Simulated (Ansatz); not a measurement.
Consider the cleavage of the Si–Si bond: `O[Si@H](F)[Si@H](O)F` + `NBS` → `O[SiH](F)NBS` + `O[SiH2]F`.

Isolated molecules relaxed with PBE0-D4/def2-TZVP in Ansatz; ΔE leaves out vibrations. CCSD(T)/CBS adds triple-zeta CCSD(T) − MP2 to the extrapolated MP2 energy (def2 sets, frozen cores). DFT in def2-TZVPP. B3LYP here is the variant with VWN-RPA as its local correlation; programs differ in this. One conformer a species, not always the lowest.

(1) Is it downhill or uphill in electronic energy at CCSD(T)/CBS, and by how much? (Best estimate.)

(2) What do these levels give: B3LYP-D4, r2SCANh-D4, CAM-B3LYP-D4, CCSD/def2-SVP, HF/def2-TZVPP, SCS-MP2/def2-TZVPP? (Estimate.)

Largest T1 diagnostic among the species: 0.013.

Results:

(1) Computed: Downhill: ΔE = -24.3 kcal/mol.

(2) Ansatz gave: B3LYP-D4 -22.1, r2SCANh-D4 -23.0, CAM-B3LYP-D4 -23.5, CCSD/def2-SVP -25.6, HF/def2-TZVPP -27.9, SCS-MP2/def2-TZVPP -26.5 kcal/mol.

In def2-TZVPP, CCSD(T) changes the Hartree–Fock value by +2.9 kcal/mol (the triples alone add +0.4 kcal/mol) and MP2 by +1.2 kcal/mol. From PBE to PBE0 (25 % exact exchange), in def2-TZVPP and without D4, ΔE moves by −2.6 kcal/mol. Leaving LDA and LC-ωPBE aside and taking each functional with its dispersion term where it has one, the values, not all of them listed here, spread over 7.1 kcal/mol, from BHLYP-D4 to PBE-D4. LDA lies −1.9 kcal/mol from PBE without D4.
